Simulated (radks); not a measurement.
The table gives one normalised radial function P(r) = r R(r) of Zn22+ in [He] 2s1 2p4 3d1 (r in bohr). All-electron calculation, scalar-relativistic Kohn-Sham, PBEsol, spin-unpolarised, spherical densities, finite nucleus; Fermi nuclear charge, rms radius 3.9283 fm. Program: a radial shooting solver on a logarithmic mesh with Libxc functionals.

r	P
0.003977	0.0001
0.004897	0.0001
0.006078	0.0002
0.007543	0.0003
0.009362	0.0006
0.01162	0.0011
0.01442	0.0021
0.0179	0.0039
0.02221	0.0070
0.02757	0.0127
0.03394	0.0222
0.04212	0.0391
0.05228	0.0676
0.06489	0.1147
0.08053	0.1896
0.09995	0.3038
0.124	0.4685
0.154	0.6895
0.1911	0.9584
0.2352	1.2324
0.292	1.4722
0.3624	1.5848
0.4497	1.5003
0.5582	1.2104
0.6927	0.8005
0.8597	0.4136
1.067	0.1569
1.324	0.0405

Which n and l does it have? It may be an empty orbital.

Answer. n = 3, l = 2: the number of nodes gives n - l - 1 = 0, the rise at small r (about r^(l+1)) gives l, and the extent must fit the shell. The curve is that of 3d. 3d: eigenvalue -797.55 eV, 0 radial nodes, <r> = 0.437 bohr, 90 % of the charge inside 0.663 bohr.
